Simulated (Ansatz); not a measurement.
Ansatz (a first-principles code) input:

Ansatz 0.2 input:
```yaml
crystal:
  periodic: [false, false, false]
  atoms:
    - {symbol: O, position_ang: [0.43423239, -0.69934071, -1.18515025]}
    - {symbol: S, position_ang: [-0.28043456, 0.01828149, 0.09132429]}
    - {symbol: O, position_ang: [0.26531555, -0.57106084, 1.29921777]}
    - {symbol: O, position_ang: [-0.22585736, 1.43341129, -0.18149112]}
    - {symbol: H, position_ang: [0.69742826, -1.59658158, -0.92180003]}
basis:
  gaussian:
    orbitals: def2-TZVPD
hamiltonian:
  xc: {name: wB97X-V}
total_charge: -1
```

Problem. Predict the final energy.

Solution. -624.47514 Eh (wB97X-V/def2-TZVPD). The basis has 175 functions.

This state (charge -1, singlet) is run at the relaxed geometry of the species with charge 0 and multiplicity 2.
